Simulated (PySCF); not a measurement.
Two species compared at the same levels of theory.

First species: C7H10O.
Structure used (PBE0-D3(BJ)/def2-SVP), in Å, numbered top down from 1:
```xyz
18
C7H10O angstrom
O     -1.0274    1.0563    2.3644
C     -0.7870    0.6765    1.2497
C     -1.5443   -0.3928    0.4620
C     -0.7041   -0.5155   -0.8135
C      0.6436   -1.1570   -0.4442
C      1.3585   -0.0393    0.3591
C      0.3432    1.1281    0.3378
C     -0.2974    0.9493   -1.0445
H     -2.5611   -0.0193    0.2524
H     -1.6490   -1.3172    1.0500
H     -1.2234   -1.0066   -1.6481
H      1.2101   -1.4223   -1.3495
H      0.5128   -2.0824    0.1369
H      1.6200   -0.3391    1.3847
H      2.2918    0.2774   -0.1306
H      0.7558    2.1065    0.6122
H      0.4219    1.0747   -1.8688
H     -1.1553    1.6177   -1.2203
```

Second species: C7H10O.
Cartesian coordinates in Å at the PBE0-D3(BJ)/def2-SVP level; atoms count from 1:
```xyz
18
C7H10O angstrom
O     -0.227   -0.962    0.796
C      0.125    0.011    0.157
C      1.548    0.445    0.134
C      2.594   -0.638    0.271
C      2.334    0.264    1.416
C     -0.848    0.815   -0.631
C     -1.984    0.059   -1.287
C     -2.260    0.894   -0.096
H      1.787    1.311   -0.489
H      2.201   -1.656    0.337
H      3.515   -0.517   -0.306
H      1.768   -0.145    2.257
H      3.066    1.037    1.664
H     -0.451    1.688   -1.155
H     -1.966   -1.025   -1.146
H     -2.311    0.406   -2.270
H     -2.789    1.842   -0.221
H     -2.427    0.373    0.851
```

Levels: B3LYP/def2-SVPD for HOMO energy, LUMO energy, HOMO–LUMO gap and static isotropic polarisability; TDDFT B3LYP/def2-SVPD for lowest singlet excitation; TDA B3LYP/def2-SVPD for lowest triplet excitation (Tamm–Dancoff); ΔSCF B3LYP/def2-SVPD for vertical ionisation energy. Geometries: PBE0-D3(BJ)/def2-SVP. All species are isolated and taken at one optimised geometry, non-relativistic unless stated; the electronic structure was computed with PySCF and density fitting.

The conformers computed, where there is a choice (atom-mapped SMILES and torsion angles):
- `[O:1]=[C:2]([CH:3]1[CH2:4][CH2:5]1)[CH:6]1[CH2:7][CH2:8]1`: O1–C2–C3–C4 31°, O1–C2–C6–C7 -35°

The conformers of `O=C1C[C@@H]2CC[C@H]1C2` aren't listed.

Values for the first species:

```
HOMO energy                              : -6.72 eV
LUMO energy                              : -0.71 eV
HOMO–LUMO gap                            : 6.01 eV
Lowest singlet excitation                : 4.26 eV
Lowest triplet excitation (Tamm–Dancoff) : 3.75 eV
Static isotropic polarisability          : 78.5 au
Vertical ionisation energy               : 9.00 eV
```

**Question.** Estimate the same properties for the second species, and the change in each.

**Answer.** 
```
                                property     first    second  second less first
                             HOMO energy  -6.72 eV  -7.03 eV           -0.31 eV
                             LUMO energy  -0.71 eV  -0.78 eV           -0.07 eV
                           HOMO–LUMO gap   6.01 eV   6.25 eV           +0.24 eV
               lowest singlet excitation   4.26 eV   4.55 eV           +0.29 eV
lowest triplet excitation (Tamm–Dancoff)   3.75 eV   4.09 eV           +0.34 eV
         static isotropic polarisability   78.5 au   83.4 au            +4.9 au
              vertical ionisation energy   9.00 eV   9.22 eV           +0.22 eV
```

On the first: The principal polarisabilities are 72.3, 78.3 and 84.8 au; their mean is the isotropic value. The vertical singlet–triplet gap S1 − T1 is 0.51 eV (TDDFT singlet less Tamm–Dancoff triplet; S1: HOMO→LUMO, weight 0.98; T1: HOMO→LUMO, weight 0.97).

On the second: The vertical singlet–triplet gap S1 − T1 is 0.46 eV (TDDFT singlet less Tamm–Dancoff triplet; S1: HOMO→LUMO, weight 0.98; T1: HOMO→LUMO, weight 0.97). The principal polarisabilities are 72.1, 73.3 and 104.8 au; their mean is the isotropic value.
